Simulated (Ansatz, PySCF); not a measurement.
Breaking a bond: CH (cation, charge +1), singlet. Each curve is given relative to its own lowest point near equilibrium.

```
R / Å      A      B      C      D
-----  -----  -----  -----  -----
0.85   1.985  2.095  2.068  2.031
0.92   0.954  1.010  1.028  0.949
0.98   0.429  0.456  0.488  0.406
1.02   0.213  0.228  0.259  0.189
1.08   0.039  0.044  0.064  0.025
1.10   0.013  0.016  0.030  0.003
1.14   0.000  0.000  0.000  0.000
1.17   0.018  0.017  0.005  0.026
1.20   0.056  0.055  0.030  0.071
1.27   0.206  0.204  0.147  0.236
1.33   0.381  0.381  0.295  0.426
1.43   0.730  0.730  0.601  0.804
1.53   1.110  1.107  0.943  1.215
1.71   1.784  1.775  1.573  1.944
1.88   2.350  2.337  2.128  2.570
2.04   2.797  2.747  2.590  3.019
2.27       —  3.093  3.145  3.366
2.50       —  3.270  3.576  3.544
2.80       —  3.421  3.979  3.711
3.06       —  3.510  4.213  3.818
3.45       —  3.584  4.421  3.918
3.93       —  3.607  4.529  3.977
```

Energies in eV.

Problem. Which curve belongs to which method? The methods are CCSD(T) on RHF/aug-cc-pVTZ, frozen core (Ansatz, a quantum-chemistry and plane-wave program); restricted BLYP/aug-cc-pVTZ in Ansatz; unrestricted B3LYP/6-31G*, spherical d run with PySCF 2.14.0; unrestricted M06-2X/6-31G*, spherical d (PySCF 2.14.0).

Solution. A is RCCSD(T); B is UKS-B3LYP/6-31G*; C is RKS-BLYP; D is UKS-M06-2X/6-31G*.

A dash means that the run gave no value there, or that the column was ended at a point which the program doubted or which failed a test of continuity chosen for this set; such a test can also cut sound points.

The scan ran from 0.85 to 4.54 Å; beyond the distances shown full CI changes its symmetry label. The restricted form behind RKS-BLYP keeps the bonding electrons paired and can't separate into open-shell fragments. The unrestricted determinant behind UKS-B3LYP/6-31G* is spin-contaminated at 0.85 to 3.93 Å (<S²> up to 1.0, against 0.00 for a pure singlet). The T1 diagnostic of CCSD on the restricted reference of RCCSD(T) exceeds 0.045 at 2.27 to 3.93 Å. The unrestricted determinant behind UKS-M06-2X/6-31G* is spin-contaminated at 0.85 to 1.33, 1.71 to 3.93 Å (<S²> up to 1.0, against 0.00 for a pure singlet).
